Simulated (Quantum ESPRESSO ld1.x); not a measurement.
Problem. Species: the titanium ion Ti3+. Configuration: [Ar] 3d1. Method: scalar-relativistic Kohn-Sham, relativistic LDA (MacDonald-Vosko exchange, VWN5 correlation), spin-unpolarised, spherical densities, point nucleus; computed with ld1.x of Quantum ESPRESSO 7.5. Some entries of the table are withheld. Estimate them.

orbital  occ.  eigenvalue (eV)  <1/r> (bohr^-1)
1s          2         -4878.76            21.73
2s          2         -568.722              (1)
2p          6         -477.676            4.442
3s          2         -94.6601            1.417
3p          6         -70.9118              (2)
3d          1         -34.9634            1.018

Solution. 
(1) 2s <1/r> (bohr^-1): 4.530
(2) 3p <1/r> (bohr^-1): 1.297
